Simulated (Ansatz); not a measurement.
## Scan of the Cl3–Sb2–Cl4 angle

SbCl3 (SMILES [Cl][Sb]([Cl])[Cl]), closed shell, at its PBE0-D4/def2-TZVP minimum:

```xyz
4
angstrom
Cl 0.4866 0.2837 1.9650
Sb 0.8059 -0.2239 -0.2908
Cl -0.9439 -1.7527 -0.5125
Cl -0.2930 1.6325 -1.1821
```

The angle Cl3–Sb2–Cl4 (97.6° at the minimum) is set to the values below, Cl3, with anything bonded beyond it, turning rigidly in the plane of the angle. Each method's energies count from its own value at the PBE0-D4 minimum structure. Ansatz 0.2.0; basis: def2-TZVPP; cores frozen in the correlated methods. Filled d shells of the heavier atoms are correlated. Core potentials replace the inner electrons of the atoms past krypton. The def2 sets are not built for correlating such inner shells, so the correlated values are less sure here. B3LYP uses VWN-RPA correlation.

CCSD(T) energies along the scan:
```
angle (°)  CCSD(T) (eV)
     67.6         1.304
     75.1         0.579
     82.6         0.214
     90.1         0.045
     97.6         0.000
    105.1         0.041
    112.6         0.147
    120.1         0.306
    127.6         0.507
```
They count from the CCSD(T) energy at the PBE0-D4 minimum.

Minimum and curvature along this coordinate at CCSD(T): A fifth-order fit through the nearest points gives 97.4°, with a curvature of about 1.5 meV/deg².

Largest difference from the CCSD(T) curve over the scan: PBE-D4 0.086; r2SCAN-D4 0.038; PBE0-D4 0.041; B3LYP-D4 0.044 eV. Each curve counts from its own value at the minimum.

T1 diagnostic: at most 0.014.

For scale, one of the runs: CCSD(T)/def2-TZVPP, 176 basis functions (an equivalent command: `ansatz run in.yaml --threads 4`). Hardware: 4 CPU threads, shared host. Wall time 26 s; peak host memory 1.7 GiB.
